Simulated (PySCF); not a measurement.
Cl2Sn, triplet, geometry from GFN2-xTB (such geometries of metal compounds can be far from the true shape) (the spin is typed, not shown lowest) (core potentials on Sn); REVPBE/def2-TZVP in PySCF.

PySCF was given this input:
```python
from pyscf import gto, scf, dft

mol = gto.M(
    atom='''
Sn    0.00993257   -0.00944619    0.58952790
Cl    1.24741626    1.57493270   -0.86320274
Cl   -1.27662969   -1.54714980   -0.87070284
''',
    basis='def2-tzvp',
    ecp={'Sn': 'def2-tzvp'},
    spin=2,
    verbose=4,
)

mf = dft.UKS(mol)
mf.xc = 'revpbe'
mf.kernel()
```

What the program printed (banner, timings and long lists left out):

```
PySCF version 2.14.0

[INPUT] verbose = 4
[INPUT] num. atoms = 3
[INPUT] num. electrons = 56
[INPUT] charge = 0
[INPUT] spin (= nelec alpha-beta = 2S) = 2
[INPUT] symmetry False subgroup None
[INPUT] Mole.unit = angstrom
[INPUT] Symbol           X                Y                Z      unit          X                Y                Z       unit  Magmom
[INPUT]  1 Sn     0.009932570000  -0.009446190000   0.589527900000 AA    0.018769837013  -0.017850712021   1.114046273790 Bohr   0.0
[INPUT]  2 Cl     1.247416260000   1.574932700000  -0.863202740000 AA    2.357275094729   2.976191467622  -1.631216768574 Bohr   0.0
[INPUT]  3 Cl    -1.276629690000  -1.547149800000  -0.870702840000 AA   -2.412480476588  -2.923689395676  -1.645389903481 Bohr   0.0

nuclear repulsion = 197.67782032331
number of shells = 42
number of NR pGTOs = 217
number of NR cGTOs = 124
basis = def2-tzvp
ecp = {'Sn': 'def2-tzvp'}

******** <class 'pyscf.dft.uks.UKS'> ********
method = UKS
initial guess = minao
damping factor = 0
level_shift factor = 0
DIIS = <class 'pyscf.scf.diis.CDIIS'>
diis_start_cycle = 1
diis_space = 8
diis_damp = 0
SCF conv_tol = 1e-09
SCF conv_tol_grad = None
SCF max_cycles = 50
direct_scf = True
direct_scf_tol = 1e-13
number electrons alpha = 29  beta = 27
XC library pyscf.dft.libxc version 7.1.2
    S. Lehtola, C. Steigemann, M. J. T. Oliveira, and M. A. L. Marques,  SoftwareX 7, 1–5 (2018)
XC functionals = revpbe
    Y. Zhang and W. Yang,  Phys. Rev. Lett. 80, 890 (1998)
    J. P. Perdew, K. Burke, and M. Ernzerhof,  Phys. Rev. Lett. 77, 3865 (1996)
    J. P. Perdew, K. Burke, and M. Ernzerhof,  Phys. Rev. Lett. 78, 1396 (1997)
radial grids:
    Treutler-Ahlrichs [JCP 102, 346 (1995); DOI:10.1063/1.469408] (M4) radial grids

becke partition: Becke, JCP 88, 2547 (1988); DOI:10.1063/1.454033
pruning grids: <function nwchem_prune>
grids dens level: 3
symmetrized grids: False
atomic radii adjust function: <function treutler_atomic_radii_adjust>
small_rho_cutoff = 0
Set gradient conv threshold to 3.16228e-05
tot grids = 59720
init E= -1098.10412914647

cycle= 1 E= -1131.7323192615  delta_E= -33.6  |g|= 2.44  |ddm|= 21.3
cycle= 2 E= -1078.745454405  delta_E=   53  |g|= 7.09  |ddm|=   16

cycle= 3 E= -1134.48356662954  delta_E= -55.7  |g|= 0.489  |ddm|= 14.9

cycle= 4 E= -1134.1457009205  delta_E= 0.338  |g|= 0.836  |ddm|= 1.66

cycle= 5 E= -1134.54601704428  delta_E= -0.4  |g|= 0.316  |ddm|= 1.21

cycle= 6 E= -1134.6135408333  delta_E= -0.0675  |g|= 0.121  |ddm|= 0.629

cycle= 7 E= -1134.62232398924  delta_E= -0.00878  |g|= 0.0481  |ddm|= 0.212

cycle= 8 E= -1134.62334214634  delta_E= -0.00102  |g|= 0.0134  |ddm|= 0.0659

cycle= 9 E= -1134.62345884653  delta_E= -0.000117  |g|= 0.00534  |ddm|= 0.025

cycle= 10 E= -1134.6234785628  delta_E= -1.97e-05  |g|= 0.00159  |ddm|= 0.00847

cycle= 11 E= -1134.62348020443  delta_E= -1.64e-06  |g|= 0.000529  |ddm|= 0.00261

cycle= 12 E= -1134.62348032206  delta_E= -1.18e-07  |g|= 0.000193  |ddm|= 0.000879

cycle= 13 E= -1134.62348034131  delta_E= -1.93e-08  |g|= 4.88e-05  |ddm|= 0.000272

cycle= 14 E= -1134.62348034293  delta_E= -1.62e-09  |g|= 1.53e-05  |ddm|= 0.000102

cycle= 15 E= -1134.62348034301  delta_E= -7.91e-11  |g|= 8.9e-06  |ddm|= 2.65e-05

Extra cycle  E= -1134.62348034272  delta_E= 2.91e-10  |g|= 2.23e-05  |ddm|= 4.78e-05
converged SCF energy = -1134.62348034272  <S^2> = 2.0035654  2S+1 = 3.002376
```
